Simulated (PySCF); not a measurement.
**NaPb⁺: frontier orbitals**

PBE0 at R = 3.449 Å; Na aug-cc-pVDZ, Pb aug-cc-pVDZ-PP with ECP60; scalar-relativistic core potentials (PySCF 2.14). State: ¹Σ⁺ (singlet), closed shell, a second solution, started from another occupation. Only the outer orbitals are listed, counted within each symmetry, core potentials removing the inner ones.

```csv
orbital,occ.,ε (eV),on Na (%),main shells (%)
1δ,2,-28.81,0,100 Pb d
1δ,2,-28.81,0,100 Pb d
3π,2,-28.23,0,100 Pb d
3π,2,-28.23,0,100 Pb d
6σ,2,-28.05,0,100 Pb d
7σ,2,-17.88,1,99 Pb s
8σ,2,-8.91,17,"80 Pb p, 13 Na s"
4π,0,-7.25,2,98 Pb p
4π,0,-7.25,2,98 Pb p
9σ,0,-5.17,89,"85 Na s, 10 Pb p"
```

Question: Which are the highest filled and the lowest empty level, where do they sit, and how wide is the gap?

Answer: Highest filled 8σ at -8.91 eV (in %: 80 Pb p, 13 Na s); lowest empty 4π at -7.25 eV (in %: 98 Pb p); the gap at PBE0 is 1.66 eV.

| Property | Result |
| --- | --- |
| bond order (Mayer) | 0.61 |
| ⟨S²⟩ | 0.000 |
| charge on Na (Mulliken, basis-dependent) | 0.61 |
| charge on Na (Löwdin, basis-dependent) | 0.56 |
| dipole moment (positive dipole points towards Pb; it is taken about the centre of mass and depends on that origin) | -8.73 D |

Closed-shell solutions of metal pairs were not tested for spin polarisation, which can lower them a little. These are scalar-relativistic numbers at best; spin–orbit coupling would shift them, the dissociation energy most.
